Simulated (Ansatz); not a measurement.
Compare A (`NC[NH][AlH2]`) with its isomer B (`[CH3][Al]([NH2])[NH2]`).

Isolated molecules relaxed with PBE0-D4/def2-TZVP in Ansatz; ΔE leaves out vibrations. CCSD(T)/CBS adds triple-zeta CCSD(T) − MP2 to the extrapolated MP2 energy (def2 sets, frozen cores). Functionals use def2-TZVPP. B3LYP here is the variant with VWN-RPA as its local correlation; programs differ in this. One conformer a species, not always the lowest.

A:

Z-matrix (Å, degrees):
```
C
N 1 1.438
N 1 1.452 2 110.6
H 1 1.101 2 107.5 3 -125.1
H 1 1.099 2 111.4 3 118.4
Al 2 1.770 1 128.5 3 123.3
H 2 1.012 1 110.5 3 -54.5
H 3 1.013 1 111.0 2 172.2
H 3 1.013 1 110.3 2 -68.2
H 6 1.585 2 117.4 1 -0.7
H 6 1.583 2 117.8 1 179.5
```

B:

Z-matrix (Å, degrees):
```
C
Al 1 1.949
H 1 1.093 2 112.0
H 1 1.094 2 111.6 3 -120.7
H 1 1.094 2 111.2 3 120.1
N 2 1.774 1 120.7 3 167.3
N 2 1.773 1 120.9 3 -13.0
H 6 1.006 2 126.1 1 179.1
H 6 1.006 2 124.0 1 -0.7
H 7 1.006 2 124.0 1 0.5
H 7 1.006 2 126.1 1 -179.3
```

Problem. Which isomer does CCSD(T)/CBS put lower? Give the gap. (An estimate is asked.)

Solution. The calculation gave: B, by 230.9 kJ/mol.

Problem. Give E(B) − E(A) in kJ/mol with PBE-D4, CCSD/def2-TZVPP, LDA (SPW92), B3LYP-D4, B3LYP, r2SCAN-D4, CCSD(T)/def2-SVP. (An estimate is asked.)

Solution. Computed: PBE-D4 -215.0, CCSD/def2-TZVPP -224.3, LDA (SPW92) -207.8, B3LYP-D4 -222.7, B3LYP -224.2, r2SCAN-D4 -231.3, CCSD(T)/def2-SVP -186.2. None reverses the order clearly.

Largest T1 diagnostic: 0.011.

In def2-TZVPP, CCSD(T) changes the Hartree–Fock value by −6.7 kJ/mol (the triples alone add +0.9 kJ/mol) and MP2 by −16.7 kJ/mol. At CCSD(T), def2-SVP lies +44.7 kJ/mol from the extrapolated value and def2-TZVPP +7.5 kJ/mol.
